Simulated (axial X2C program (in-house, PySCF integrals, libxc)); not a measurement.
Values are calculated unless marked as measured or tabulated.
**SbCl⁻: input and output**

Program: an axial X2C code built on PySCF integrals.

Input:
```json
{
 "zs": [
  51,
  17
 ],
 "q": -1,
 "bas": [
  "dyall-acv3z",
  "dyall-av3z"
 ],
 "levels": [
  "PBE0",
  "HF",
  "M06"
 ],
 "cc": true,
 "r0": 2.39,
 "thr": -1.0,
 "nmax": 90,
 "npts": 10,
 "nst": 2,
 "ntry": 6
}
```
```bash
python so2c.py task.json out
```

Keys: zs atomic numbers; q charge; bas basis sets; levels methods; cc coupled cluster on or off; r0 starting distance in Å; thr threshold in hartree for freezing inner shells (an s shell follows its p shell); nmax most natural virtual spinors; npts points on the curve; nst determinants followed; ntry starts of the search. HF also brings MP2.

Output of the HF step, 2c, at R = 2.500 Å for the state Ω = 3/2. It starts from PBE0 orbitals of this distance.

```
two-component X2C + atomic mean field  HF
basis functions 202  fitting functions 1020  grid points 5082
iter        total energy     max residual
   1      -6936.200719420     3.48e-01
   2      -6936.225820704     5.01e-03
   3      -6936.226702251     1.66e-03
   4      -6936.226873332     1.00e-03
   5      -6936.226953022     5.29e-04
   6      -6936.227019400     5.17e-04
   7      -6936.227086828     5.10e-04
   8      -6936.227162982     4.84e-04
   9      -6936.227258440     4.34e-04
  10      -6936.227383996     2.90e-04
  11      -6936.227445716     1.27e-04
  12      -6936.227455597     6.05e-05
  13      -6936.227457719     2.44e-05
  14      -6936.227458059     1.03e-05
  15      -6936.227458123     4.63e-06
  16      -6936.227458130     2.27e-06
  17      -6936.227458131     1.28e-06
converged
one-electron -9910.37035965  Coulomb 2991.65312162  exact exchange -197.17803310  xc functional 0.00000000  nuclear repulsion 183.51865675  atomic mean-field constant -3.85084376
correlated 13  virtual 287  natural virtual 90  E(MP2) -0.299369795  MP2 remainder -0.014674726
iter   CCSD correlation   residual
   1     -0.305639751   1.20e-01
   2     -0.313934129   4.40e-02
   3     -0.314900253   1.99e-02
   4     -0.315092206   1.27e-02
   5     -0.315336769   7.68e-03
   6     -0.315423427   4.07e-03
   7     -0.315461024   1.81e-03
   8     -0.315472367   7.57e-04
   9     -0.315467060   3.94e-04
  10     -0.315469688   2.23e-04
  11     -0.315469306   1.08e-04
  12     -0.315470086   4.18e-05
  13     -0.315470094   1.64e-05
(T) -0.013691398  T1 0.0332  D1 0.1014  max T2 0.058
```
Energies are in hartree; totals compare only within one Hamiltonian and basis. T1 in the output is the amplitude norm over the root of the electron number; divide by √2 for the Lee–Taylor value.
